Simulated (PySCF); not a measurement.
Species: C5H5F5O.
SMILES with atom numbers: `[F:1][CH:2]([F:3])[C@@H:4]1[CH2:5][O:6][C@H:7]1[C:8]([F:9])([F:10])[F:11]` (hydrogens: H12 on C2; H13 on C4; H14, H15 on C5; H16 on C7)

Method: PBE0-D3(BJ)/def2-SVP geometry optimisation, gas phase (PySCF 2.14.0); density fitting, grid level 1; the optimiser is geomeTRIC in internal coordinates, started from a GFN2-xTB structure with every atom displaced at random (about 0.01 Å).

Step 0: E = -20860.6082 eV
```
atom  x, y, z in Å  |  force x, y, z in eV/Å
F1     -1.7009   -2.0039   -0.0455   -0.051   1.046  -0.059
C2     -1.8189   -0.6323    0.0028    0.856  -0.746   0.884
F3     -2.7875   -0.3417    0.9096    0.582   0.020  -0.228
C4     -0.4518   -0.0230    0.4239   -2.427  -0.038  -0.971
C5     -0.3838    1.4944    0.2347    0.317  -0.191   0.082
O6      0.5297    1.3363   -0.8513    0.262  -0.225  -0.289
C7      0.6140   -0.0741   -0.6524    0.666   0.722   0.731
C8      1.9885   -0.5062   -0.1243   -0.672  -0.388   0.856
F9      1.9380   -1.7839    0.2996   -0.176   0.162  -0.367
F10     2.9295   -0.4115   -1.0280    0.475   0.172  -0.549
F11     2.3441    0.2123    0.9475   -0.046   0.251  -0.212
H12    -2.1578   -0.2726   -0.9703   -0.063   0.071  -0.439
H13    -0.2298   -0.3997    1.3965    0.446  -0.471   1.024
H14    -1.3089    2.0171   -0.0571   -0.053  -0.061  -0.025
H15     0.0810    2.0196    1.0786    0.004   0.150   0.117
H16     0.3962   -0.6347   -1.5526   -0.118  -0.473  -0.557
```

Step 1: E = -20860.7066 eV
```
atom  x, y, z in Å  |  force x, y, z in eV/Å
F1     -1.9168   -1.9515   -0.0198    0.263  -0.218   0.076
C2     -1.8283   -0.6151    0.0047   -0.244   0.411  -0.206
F3     -2.7231   -0.1544    0.9130   -0.063  -0.079  -0.005
C4     -0.4750   -0.0985    0.4171   -0.113  -0.051   0.288
C5     -0.3854    1.4215    0.2366   -0.009   0.100   0.051
O6      0.5324    1.2779   -0.8490   -0.034  -0.018  -0.076
C7      0.6340   -0.1179   -0.6361   -0.041  -0.023  -0.234
C8      2.0106   -0.4751   -0.1095    0.062   0.111  -0.261
F9      2.0533   -1.7546    0.2596    0.022  -0.015   0.043
F10     2.9424   -0.2744   -1.0447   -0.126  -0.071   0.150
F11     2.3216    0.2802    0.9439    0.054  -0.083   0.118
H12    -2.1336   -0.2316   -0.9920    0.088  -0.057   0.099
H13    -0.2332   -0.4881    1.4224    0.020  -0.004  -0.215
H14    -1.3246    1.9198   -0.0632    0.078  -0.001   0.002
H15     0.0559    1.9650    1.0858    0.008   0.011   0.028
H16     0.4515   -0.7070   -1.5568    0.034  -0.012   0.143
```

Question: Estimate the geometry and energy of step 2. (The exact step hangs on the optimiser's Hessian estimate; all steps are aligned on step 1, rigid shifts and turns removed.)

Answer: E = -20860.7409 eV, largest force 0.254 eV/Å
```
atom  x, y, z in Å  |  force x, y, z in eV/Å
F1     -1.8000   -1.9639   -0.0054    0.049  -0.159  -0.029
C2     -1.8162   -0.6204    0.0010   -0.039   0.148   0.124
F3     -2.7504   -0.2167    0.8971    0.059  -0.049  -0.136
C4     -0.4832   -0.0666    0.4239   -0.118   0.206   0.091
C5     -0.3825    1.4554    0.2400    0.034  -0.041   0.032
O6      0.5268    1.2983   -0.8533    0.021  -0.044  -0.038
C7      0.6182   -0.0978   -0.6368    0.029   0.036  -0.010
C8      1.9884   -0.4875   -0.1125    0.094   0.007  -0.113
F9      1.9986   -1.7710    0.2468   -0.049  -0.093   0.004
F10     2.9250   -0.3107   -1.0430   -0.061   0.028   0.058
F11     2.3261    0.2359    0.9563   -0.021   0.046   0.016
H12    -2.1185   -0.2654   -1.0026   -0.024  -0.020   0.029
H13    -0.2311   -0.4616    1.4189    0.012  -0.031  -0.046
H14    -1.3131    1.9659   -0.0585   -0.004   0.004  -0.003
H15     0.0690    1.9963    1.0866    0.011  -0.012  -0.002
H16     0.4249   -0.6940   -1.5466    0.008  -0.024   0.022
```

The energy changes by -0.0343 eV. The first-order estimate −F·Δx gives -0.0538 eV and the mean of the old and new forces, exact on a quadratic surface, -0.0344 eV. The step makes an angle of 72° with the force vector and moves no atom by more than 0.118 Å.

The cost below is that of the whole optimisation. The run took 2.3 min on an AMD EPYC 7R43 with one thread, shared host, and the process peaked at 0.76 GiB of memory.
